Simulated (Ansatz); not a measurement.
Cost and result for the atomization energy of `[SiH3]B1B[SiH2]1` (10 atoms, 10 bonds).

```xyz
10

Si   -0.451    0.121   -1.774
B    -0.633   -0.002    0.189
B    -1.084   -0.089    1.610
Si    1.021   -0.089    1.156
H    -1.134   -1.028   -2.430
H    -1.072    1.379   -2.272
H     0.974    0.113   -2.203
H    -1.274   -0.162    2.773
H     2.271   -0.057    0.356
H     1.383   -0.185    2.594
```

The species carries charge 0 and has multiplicity 1. Geometry: relaxed with PBE0-D4/def2-TZVP. Program: Ansatz. All runs use 2 threads of an Arm Neoverse N1 on a shared host. Times are those of one run each, without the atoms' runs, and a repeat can differ threefold. Electronic energies, without spin–orbit coupling; frozen cores. CCSD(T)/CBS adds CCSD(T) − MP2 in def2-TZVPP to the MP2 limit, and its time is that of the two runs behind it. T1 = 0.015. HSE06 is the plane-wave form, built on full-range PBE exchange.

CCSD(T)/CBS is a level of theory with its own doubt, some kJ/mol a heavy atom from the limit and from the frozen cores, so smaller differences don't rank the functionals.

```csv
level,functions,wall time
CCSD(T)/def2-SVP,94,5 s
BLYP-D4/def2-TZVPP,230,5.5 s
PBE-D4/def2-TZVPP (with forces),230,6.5 s
HSE06-D4/def2-TZVPP,230,7.5 s
BHLYP-D4/def2-TZVPP,230,7.5 s
CAM-B3LYP-D4/def2-TZVPP,230,8.5 s
r2SCANh-D4/def2-TZVPP,230,12 s
r2SCAN-D4/def2-TZVPP (with forces),230,13 s
PBE-QIDH/def2-TZVPP,230,14 s
B97M-V/def2-TZVPP,230,25 s
MP2/def2-QZVPP,434,47 s
CCSD(T)/def2-TZVPP,230,2.2 min
CCSD(T)/CBS(def2),–,2.9 min
```

Task: What atomization energy does each give, and how far from CCSD(T)/CBS? (Estimate.)

Result: Ansatz gave: 
| level | atomization (kcal/mol) | difference from CCSD(T)/CBS | per bond |
| --- | --- | --- | --- |
| CCSD(T)/def2-SVP | 689.6 | -40.8 | -4.1 |
| BLYP-D4/def2-TZVPP | 728.3 | -2.1 | -0.2 |
| PBE-D4/def2-TZVPP (with forces) | 740.8 | 10.4 | 1.0 |
| HSE06-D4/def2-TZVPP | 735.4 | 5.0 | 0.5 |
| BHLYP-D4/def2-TZVPP | 722.6 | -7.8 | -0.8 |
| CAM-B3LYP-D4/def2-TZVPP | 733.3 | 2.9 | 0.3 |
| r2SCANh-D4/def2-TZVPP | 740.2 | 9.8 | 1.0 |
| r2SCAN-D4/def2-TZVPP (with forces) | 743.6 | 13.2 | 1.3 |
| PBE-QIDH/def2-TZVPP | 730.7 | 0.3 | 0.0 |
| B97M-V/def2-TZVPP | 747.3 | 16.9 | 1.7 |
| MP2/def2-QZVPP | 728.1 | -2.3 | -0.2 |
| CCSD(T)/def2-TZVPP | 713.2 | -17.2 | -1.7 |
| CCSD(T)/CBS(def2) | 730.4 | 0.0 | 0.0 |

In def2-TZVPP, CCSD(T) changes the Hartree–Fock value by +159.1 kcal/mol (the triples alone add +11.7 kcal/mol) and MP2 by +163.8 kcal/mol; breaking electron pairs costs correlation energy, which Hartree–Fock lacks. Leaving LDA and LC-ωPBE aside and taking each functional with its dispersion term where it has one, the values spread over 24.7 kcal/mol, from BHLYP-D4 to B97M-V. LDA lies +88.9 kcal/mol from PBE without D4, its usual overbinding. From PBE to PBE0 (25 % exact exchange), in def2-TZVPP and without D4, the atomization energy moves by −5.1 kcal/mol: exact exchange takes away binding that semilocal exchange gives to molecules.
